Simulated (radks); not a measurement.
Q: These are the eigenvalues of the occupied orbitals of an atom or ion with whole-number occupations (hartree). Calculated with a radial shooting solver on a logarithmic mesh with Libxc functionals: scalar-relativistic Kohn-Sham, PBE, spin-unpolarised, spherical densities, finite nucleus; Fermi nuclear charge, rms radius of each element as measured or else 0.836 A^(1/3) + 0.57 fm.

orbital  eigenvalue
1s        -2633.701
2s        -457.5759
2p        -399.5612
3s        -106.7859
3p        -89.67046
3d        -70.24032
4s        -23.15597
4p        -17.54011
4d        -10.48587
5s         -4.22562
5p         -2.81286
4f         -2.65602
5d         -1.21496

Which element is it, and in what charge state? The configuration may be excited.

A: Z = 75, rhenium, charge +3: Re3+ in [Xe] 4f14 5d4. The list shows which subshells hold electrons but not how many an open one holds; the 1s level, -2633.7 hartree, gives Z - s = 72.6 by -(Z - s)^2/2, which with screening and relativity narrows Z to a few neighbours, and the depths of the outer levels then fix element, charge and occupations together.
